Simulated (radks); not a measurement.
Charge is removed step by step from the 3d level of neutral mercury, starting from [Hg]. Calculated with a radial shooting solver on a logarithmic mesh with Libxc functionals: scalar-relativistic Kohn-Sham, PBE, spin-unpolarised, spherical densities, finite nucleus; Fermi nuclear charge, rms radius 5.4648 fm.

| removed (e) | E - E(0) (eV) | eigenvalue (eV) | E minus straight line (eV) |
|---|---|---|---|
| 0 | 0.000 | -2294.8 | 0.000 |
| 0.25 | 574.93 | -2313.1 | -6.969 |
| 0.5 | 1154.5 | -2331.7 | -9.330 |
| 0.75 | 1738.7 | -2350.5 | -7.026 |
| 1 | 2327.6 | -2369.5 | 0.000 |

Removing the whole electron costs 2327.6 eV by Delta-SCF, against 2294.8 eV from minus the eigenvalue at the starting occupation. Slater's transition state (half an electron removed) gives 2331.7 eV. Integrating minus the eigenvalue over the occupation (Janak's theorem) gives 2331.9 eV. In this scalar-relativistic scheme the density is built from large components alone, so the theorem holds only approximately. The mean slope of the eigenvalue, de/dn, is 74.7 eV per electron.
